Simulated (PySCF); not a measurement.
Energy of Be⁺ (beryllium, charge +1) between two integer charges

The 2s alpha orbital of [He] 2s1 is emptied in steps (occupation f), with all orbitals relaxed, ending at 1s2. Calculation: PySCF 2.14, in def2-SVP; the non-relativistic Hamiltonian (point nucleus). The exact energy is a straight line in f; departures are measured from the line between the end points of the same method.

Q: Among UHF, LDA, PBE, PBE0, LC-wPBE, BHandHLYP, CAM-B3LYP, which shows the largest delocalisation error (convex curve), and which is closest to linear?

A: Most convex: PBE (-0.877 eV at f = 0.4); closest to linear: UHF (0.000 eV).

```json
{"f": "1", "UHF (eV)": "0.000", "LDA (eV)": "0.000", "PBE (eV)": "0.000", "PBE0 (eV)": "0.000", "LC-wPBE (eV)": "0.000", "BHandHLYP (eV)": "0.000", "CAM-B3LYP (eV)": "0.000"}
{"f": "0.8", "UHF (eV)": "0.000", "LDA (eV)": "-0.601", "PBE (eV)": "-0.617", "PBE0 (eV)": "-0.455", "LC-wPBE (eV)": "-0.052", "BHandHLYP (eV)": "-0.337", "CAM-B3LYP (eV)": "-0.285"}
{"f": "0.6", "UHF (eV)": "0.000", "LDA (eV)": "-0.874", "PBE (eV)": "-0.905", "PBE0 (eV)": "-0.667", "LC-wPBE (eV)": "-0.070", "BHandHLYP (eV)": "-0.501", "CAM-B3LYP (eV)": "-0.421"}
{"f": "0.4", "UHF (eV)": "0.000", "LDA (eV)": "-0.832", "PBE (eV)": "-0.877", "PBE0 (eV)": "-0.644", "LC-wPBE (eV)": "-0.062", "BHandHLYP (eV)": "-0.497", "CAM-B3LYP (eV)": "-0.412"}
{"f": "0.2", "UHF (eV)": "0.000", "LDA (eV)": "-0.506", "PBE (eV)": "-0.555", "PBE0 (eV)": "-0.406", "LC-wPBE (eV)": "-0.036", "BHandHLYP (eV)": "-0.330", "CAM-B3LYP (eV)": "-0.270"}
{"f": "0", "UHF (eV)": "0.000", "LDA (eV)": "0.000", "PBE (eV)": "0.000", "PBE0 (eV)": "0.000", "LC-wPBE (eV)": "0.000", "BHandHLYP (eV)": "0.000", "CAM-B3LYP (eV)": "0.000"}
```

```csv
method,E(f=0) − E(f=1) (eV),−ε at f=1 (eV),−ε at f=0.4 (eV)
UHF,17.855,17.855,17.854
LDA,18.002,14.169,18.960
PBE,18.258,14.345,19.159
PBE0,18.211,15.313,18.884
LC-wPBE,18.303,17.951,18.395
BHandHLYP,18.243,16.124,18.677
CAM-B3LYP,18.368,16.562,18.755
```

As f goes to zero the orbital energy of a semilocal functional can turn back, because the density of that orbital vanishes from the exchange-correlation potential.

Reference removal energy between the ground levels: 18.211 eV (measured; NIST Atomic Spectra Database, ionization energies). UHF lacks correlation.
